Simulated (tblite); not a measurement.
Species: C₆H₃F₃N (doublet state).
Atom-mapped SMILES: `[H]/[C:1]=[N:2]\[C@H:3]([C:4]#[CH:5])[C:6]([F:7])=[C:8]([F:9])[F:10]` (hydrogens: H11 on C1; H12 on C3; H13 on C5)

Structure optimised with GFN2-xTB, isolated species. This method treats the open shell by occupation alone, without spin polarisation.

Give the optimised bond lengths and angles.

```json
{"bond": "C1=N2", "length (Å)": "1.198"}
{"bond": "N2–C3", "length (Å)": "1.497"}
{"bond": "C3–C4", "length (Å)": "1.446"}
{"bond": "C4≡C5", "length (Å)": "1.197"}
{"bond": "C3–C6", "length (Å)": "1.490"}
{"bond": "C6–F7", "length (Å)": "1.348"}
{"bond": "C6=C8", "length (Å)": "1.335"}
{"bond": "C8–F9", "length (Å)": "1.325"}
{"bond": "C8–F10", "length (Å)": "1.329"}
{"bond": "C1–H11", "length (Å)": "1.073"}
{"bond": "C3–H12", "length (Å)": "1.096"}
{"bond": "C5–H13", "length (Å)": "1.049"}
```

A selection of angles:
```json
{"angle": "N2–C1–H11", "degrees": "142.8"}
{"angle": "C1–N2–C3", "degrees": "136.7"}
{"angle": "N2–C3–C4", "degrees": "108.3"}
{"angle": "N2–C3–C6", "degrees": "110.9"}
{"angle": "N2–C3–H12", "degrees": "105.3"}
{"angle": "C4–C3–C6", "degrees": "112.4"}
{"angle": "C4–C3–H12", "degrees": "110.6"}
{"angle": "C6–C3–H12", "degrees": "109.0"}
{"angle": "C3–C4–C5", "degrees": "177.6"}
{"angle": "C4–C5–H13", "degrees": "178.4"}
{"angle": "C3–C6–F7", "degrees": "115.7"}
{"angle": "C3–C6–C8", "degrees": "125.7"}
{"angle": "F7–C6–C8", "degrees": "118.3"}
{"angle": "C6–C8–F9", "degrees": "125.6"}
{"angle": "C6–C8–F10", "degrees": "123.6"}
{"angle": "F9–C8–F10", "degrees": "110.8"}
```

Dihedral angles: C1–N2–C3–C4 77° (synclinal); N2–C3–C6–F7 -102° (anticlinal); C3–C6–C8–F9 -176° (antiperiplanar).

The 4 C–C bonds span 1.197 Å (C4≡C5, drawn triple) to 1.490 Å (C3–C6, drawn single), a spread of 0.293 Å. C8 (carbon bonded to C and 2 F) is planar (angles 125.6°, 123.6° and 110.8°, sum 360.0°, 0.01 Å off the plane of its three neighbours). The C–F distances run from 1.325 Å (C8–F9, drawn single) to 1.348 Å (C6–F7, drawn single), a spread of 0.023 Å. C6 (carbon bonded to 2 C and F) is planar (angles 125.7°, 118.3° and 115.7°, sum 359.7°, 0.04 Å off the plane of its three neighbours). The C–N distances run from 1.198 Å (C1=N2, drawn double) to 1.497 Å (N2–C3, drawn single), a spread of 0.299 Å. Of the pairs four or more bonds apart, C4···F10 is among the closest relative to their van der Waals radii: 2.91 Å, 92 % of the sum of Bondi's values.

Point group: C1 (no symmetry element, even within 0.4 Å). Its GFN2-xTB frequencies are all real (lowest 46 cm⁻¹).

One conformer stands for the species.

These are computed values.
